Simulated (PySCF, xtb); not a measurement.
Cl₂HSi, SMILES Cl[SiH]Cl, multiplicity 2.

Harmonic wavenumbers (cm⁻¹) from xtb with GFN2-xTB at its own minimum, in rising order: 147, 466, 511, 519, 576, 2310.

**Question.** What does PBE0-D3(BJ)/def2-TZVP (PySCF) give at its own minimum? (The exact figures need the calculation; the answer reports its results.)

**Answer.** 178, 518, 581, 653, 742, 2186. Paired by order, the mean absolute difference is 96 cm⁻¹ and the zero-point energies are 6.5 and 6.9 kcal/mol.
